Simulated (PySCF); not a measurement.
CH6ClFOSi2, SMILES Cl[Si@H](F)[C@H](O)[SiH3].

The structure is a stationary point at B3LYP-D3(BJ)/def2-SVP. The structure was generated by enumeration; whether it is a known compound was not checked. One conformer was computed; it need not be the lowest.

Method: PySCF with M06-2X/def2-TZVP.

Isolated molecule, no solvent.

### Question
Estimate the frontier levels, gap, dipole moment and polarisability. (Estimate from the structure and the level; the computed values follow.)

### Answer

```json
{
  "highest_occupied_level": "-9.10 eV",
  "lowest_empty_level": "0.59 eV",
  "orbital_gap": "9.69 eV",
  "dipole_moment": "2.09 D",
  "quadrupole, principal values (traceless, Buckingham form, about the centre of nuclear charge)": "-4.58, -2.71, 7.28 D·Å",
  "mean_static_polarisability": "76.5 bohr³ (11.33 Å³)",
  "polarisability_principal_values": "69.9, 74.5, 85.0 bohr³"
}
```
